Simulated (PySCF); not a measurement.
**Absolute configuration from chiroptical data**

The calculation used TDDFT wB97X-D/aug-cc-pVDZ circular dichroism and optical rotation, one conformer, gas phase in PySCF. Geometry: GFN2-xTB.

Singlets 12 and 13 lie within 0.01 eV of each other, so their separate moments and overlaps can depend on how they mix.

Values for one enantiomer of C$_{6}$H$_{10}$Si, R in 10⁻⁴⁰ esu² cm² (velocity form):
| λ (nm) | f | R |
| --- | --- | --- |
| 204 | 0.054 | +40.2 |
| 193 | 0.099 | -127.6 |
| 187 | 0.010 | -12.5 |
| 182 | 0.061 | +63.4 |
| 175 | 0.038 | +7.4 |
| 174 | 0.041 | +40.0 |
| 170 | 0.005 | +0.3 |
| 167 | 0.006 | +0.1 |
| 164 | 0.006 | +3.5 |
| 163 | 0.012 | +2.6 |
| 161 | 0.027 | +51.7 |
| 161 | 0.005 | -17.9 |
| 161 | 0.012 | +2.2 |
| 159 | 0.013 | +8.2 |
| 157 | 0.037 | +12.8 |
| 156 | 0.006 | +4.4 |

[α] at 589.3 nm: +72 deg dm⁻¹ (g/mL)⁻¹ (origin-invariant length gauge).

Problem. Which structure gives these signs?
A. [SiH3]C1=C[C@@H]2CC[C@H]12
B. [SiH3]C1=C[C@H]2CC[C@@H]12

Solution. A. Its CIP labels in SMILES order are S, S; the other enantiomer gives every sign reversed.

Geometry of [SiH3]C1=C[C@@H]2CC[C@H]12 as run:
```xyz
17

Si    2.496    0.897   -0.091
C     0.967   -0.174   -0.038
C     0.432   -1.124   -0.820
C    -0.813   -1.283   -0.005
C    -1.940   -0.306   -0.415
C    -1.334    0.781    0.484
C    -0.212   -0.188    0.912
H     3.264    0.697    1.141
H     3.300    0.529   -1.257
H     2.095    2.305   -0.181
H     0.736   -1.580   -1.746
H    -1.108   -2.272    0.333
H    -2.925   -0.637   -0.093
H    -1.972   -0.074   -1.478
H    -1.983    1.082    1.304
H    -0.979    1.671   -0.034
H    -0.030   -0.313    1.975
```
